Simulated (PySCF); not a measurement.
C₂H₇AlO₂, SMILES C[CH2][Al]([OH])[OH], PBE0/def2-SVP optimised geometry.

```
12

Al     0.30     0.17     0.00
C     -0.63    -1.55     0.00
C     -2.16    -1.50     0.05
H     -0.22    -2.13     0.84
H     -0.29    -2.09    -0.90
H     -2.58    -0.95    -0.80
H     -2.52    -1.00     0.96
H     -2.60    -2.51     0.04
O      2.00     0.17     0.00
H      2.60     0.91     0.00
O     -0.63     1.60     0.00
H     -0.33     2.51     0.00
```

Density from PBE0/def2-TZVP (PySCF 2.14.0) at that geometry.

Minimum of the electron density along straight lines between bonded atoms, close to the bond critical point (lines longer than 1.1 times the sum of covalent radii, or with two minima, are not listed):

```json
[
 {"bond": "Al1–C2", "length / Å": "1.946", "ρ at the minimum / e bohr⁻³": "0.090", "∇²ρ there / e bohr⁻⁵": "0.26", "position (fraction from the first atom)": "0.40"},
 {"bond": "C2–C3", "length / Å": "1.529", "ρ at the minimum / e bohr⁻³": "0.239", "∇²ρ there / e bohr⁻⁵": "-0.57", "position (fraction from the first atom)": "0.50"},
 {"bond": "C2–H4", "length / Å": "1.106", "ρ at the minimum / e bohr⁻³": "0.264", "∇²ρ there / e bohr⁻⁵": "-0.85", "position (fraction from the first atom)": "0.64"},
 {"bond": "C2–H5", "length / Å": "1.106", "ρ at the minimum / e bohr⁻³": "0.263", "∇²ρ there / e bohr⁻⁵": "-0.84", "position (fraction from the first atom)": "0.64"},
 {"bond": "C3–H6", "length / Å": "1.101", "ρ at the minimum / e bohr⁻³": "0.272", "∇²ρ there / e bohr⁻⁵": "-0.91", "position (fraction from the first atom)": "0.64"},
 {"bond": "C3–H7", "length / Å": "1.101", "ρ at the minimum / e bohr⁻³": "0.272", "∇²ρ there / e bohr⁻⁵": "-0.91", "position (fraction from the first atom)": "0.64"},
 {"bond": "C3–H8", "length / Å": "1.103", "ρ at the minimum / e bohr⁻³": "0.271", "∇²ρ there / e bohr⁻⁵": "-0.90", "position (fraction from the first atom)": "0.64"},
 {"bond": "Al1–O9", "length / Å": "1.705", "ρ at the minimum / e bohr⁻³": "0.106", "∇²ρ there / e bohr⁻⁵": "0.78", "position (fraction from the first atom)": "0.43"},
 {"bond": "O9–H10", "length / Å": "0.957", "ρ at the minimum / e bohr⁻³": "0.359", "∇²ρ there / e bohr⁻⁵": "-2.45", "position (fraction from the first atom)": "0.81"},
 {"bond": "Al1–O11", "length / Å": "1.705", "ρ at the minimum / e bohr⁻³": "0.106", "∇²ρ there / e bohr⁻⁵": "0.78", "position (fraction from the first atom)": "0.43"},
 {"bond": "O11–H12", "length / Å": "0.957", "ρ at the minimum / e bohr⁻³": "0.359", "∇²ρ there / e bohr⁻⁵": "-2.45", "position (fraction from the first atom)": "0.81"}
]
```
